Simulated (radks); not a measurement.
Results of a calculation; reference values are marked as such.
Effect of the nuclear size on the rhenium ion Re50+, [Ar] 3d7. Level of theory: Dirac Kohn-Sham, BLYP, spin-unpolarised, spherical densities, finite nucleus; open shells are shared between the two j in proportion to 2j + 1; Fermi nuclear charge, rms radius 5.3698 fm (a radial shooting solver on a logarithmic mesh with Libxc functionals). The rms radius is varied about that value; shifts are against it.

rms radius (fm)  total energy shift (eV)  density at nucleus (e/bohr^3)  1s1/2 shift (meV)  2s1/2 shift (meV)  3s1/2 shift (meV)  3p1/2 shift (meV)  3d5/2 shift (meV)  4s1/2 (empty) shift (meV)  4p1/2 (empty) shift (meV)
4.6234                             -16.8                      1.624e+06              -6850               -984               -238              -5.79               8.17                      -83.6                      -2.68
4.9778                             -9.05                      1.582e+06              -3680               -529               -128              -3.12               4.39                      -44.9                      -1.44
5.3698                                 0                      1.539e+06              0.000              0.000              0.000              0.000              0.000                      0.000                      0.000
5.8585                              11.9                      1.492e+06               4840                695                168               4.11              -5.77                       59.0                       1.90
6.0786                              17.5                      1.473e+06               7100               1020                247               6.05              -8.47                       86.7                       2.79

Slopes of the eigenvalues against <r^2> in GHz/fm^2, as finite differences over the two radii next to the reference (eigenvalue slopes, not the field-shift constants of lines): 1s1/2 216000, 2s1/2 31000, 3s1/2 7500, 3p1/2 183, 3d5/2 -257, 4s1/2 (empty) 2630, 4p1/2 (empty) 84.7.
